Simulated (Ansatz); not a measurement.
CH$_{7}$NOSi (`N[SiH2]CO`), relaxed with RKS PBE0-D4/def2-TZVP in Ansatz 0.2.0 from a PBE-D4/def2-SVP geometry. The force threshold is 0.005 eV/Å; the program also tests the step.

Charge 0, multiplicity 1.

Start:

```xyz
11

N     1.217   -0.405   -0.826
Si   -0.467   -0.697   -0.368
C    -0.803    0.808    0.753
O     0.350    0.984    1.564
H     1.825   -1.222   -0.933
H     1.397    0.247   -1.596
H    -0.452   -1.985    0.406
H    -1.438   -0.813   -1.521
H    -1.044    1.712    0.132
H    -1.688    0.645    1.406
H     1.103    0.727    0.981
```

Task: By how much does the energy fall, and how many steps does the optimiser take? (Best estimate.)

Result: The calculation gave: 0.07 eV, in 7 steps.

Task: Which bonds change most? (Estimate.)

Result: Ansatz gave: N1–Si2 from 1.770 to 1.733 Å; Si2–C3 from 1.906 to 1.884 Å; C3–H9 from 1.123 to 1.102 Å; O4–H11 from 0.987 to 0.966 Å.

Task: Give the relaxed structure. (Best estimate.)

Result: Computed: 
```xyz
11

N     1.202   -0.453   -0.893
Si   -0.433   -0.686   -0.369
C    -0.798    0.792    0.740
O     0.304    1.032    1.600
H     1.804   -1.256   -0.975
H     1.403    0.208   -1.628
H    -0.434   -1.961    0.394
H    -1.438   -0.767   -1.470
H    -1.031    1.682    0.134
H    -1.678    0.607    1.363
H     1.101    0.804    1.105
```
